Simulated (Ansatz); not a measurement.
Input file for Ansatz (a first-principles code): R-PBE0/def2-TZVPP on BF2H3Si (SMILES FB(F)[SiH3]), a point of a torsion scan.

Ansatz 0.2 input:
```yaml
crystal:
  periodic: [false, false, false]
  atoms:
    - {symbol: F, position_ang: [1.81343525, -1.22568126, 0.00405764]}
    - {symbol: B, position_ang: [1.15330909, -0.08119763, 0.00617244]}
    - {symbol: F, position_ang: [1.97270851, 0.95491811, -0.01495527]}
    - {symbol: Si, position_ang: [-0.82537126, 0.05843534, 0.02216622]}
    - {symbol: H, position_ang: [-1.44042770, -0.93873528, 0.90376511]}
    - {symbol: H, position_ang: [-1.28741100, 1.37654096, 0.46531150]}
    - {symbol: H, position_ang: [-1.38695266, -0.16183872, -1.31624463]}
basis:
  gaussian:
    orbitals: def2-TZVPP
hamiltonian:
  xc: {name: PBE0}
scf: {lower_state_search: off}
```

The head of its log:

```
WARN ansatz: RAYON_NUM_THREADS=1 ignored (pool sized by the plan → 1); use --threads N
Functional definition: PBE0
these checks for a lower state are left out or cut short: stability, starts, cluster_reference, orbital_swaps, neighbouring_geometries, increment
integrals: 0.08 GiB planned
949 factors; their error is unknown
mean field: 0.70 GiB planned
mean field evaluation 1: about -14030.7446 eV, gradient 3.7e1 eV
mean field evaluation 2: about -14029.2680 eV, gradient 5.1e1 eV
```

**Question.** What total energy does the run end on?

**Answer.** -515.6900 hartree.
